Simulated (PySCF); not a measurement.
**P²⁺: excitation energy**

P²⁺ [Ne] 3s2 3p1 (2P) → P²⁺ [Ne] 3s2 4s1 (2S), as a difference of total energies. Computed with PySCF 2.14 in dyall-acv3z (19s12p6d4f, 113 functions), with no relativity, point nucleus. Correlated levels: valence: [Ne] frozen; valence and next inner shell: 1s2 frozen; virtual orbitals above 40 to 60 times the deepest correlated orbital energy dropped. The calculations carry no spin-orbit coupling.

```
                                method  excitation energy (eV)
                                   UHF                  14.494
                                   LDA                  14.426
                                   PBE                  14.483
                                  PBE0                  14.601
                                r2SCAN                  14.926
                                  TPSS                  14.762
                                M06-2X                  14.029
                                  MN15                  14.746
                         MP2 (valence)                  14.466
                     SCS-MP2 (valence)                  14.495
    MP2 (valence and next inner shell)                  14.459
SCS-MP2 (valence and next inner shell)                  14.491
```

**Question.** How much does correlation contribute at MP2 (valence and next inner shell)?

**Answer.** 14.459 − (14.494) = -0.035 eV, measured against UHF.

A first-order spin-orbit estimate (lowest level to lowest level, LS coupling) adds 0.041 eV.

The promoted electron is Rydberg-like, and one or two diffuse shells describe it only roughly, which tends to raise the upper state.
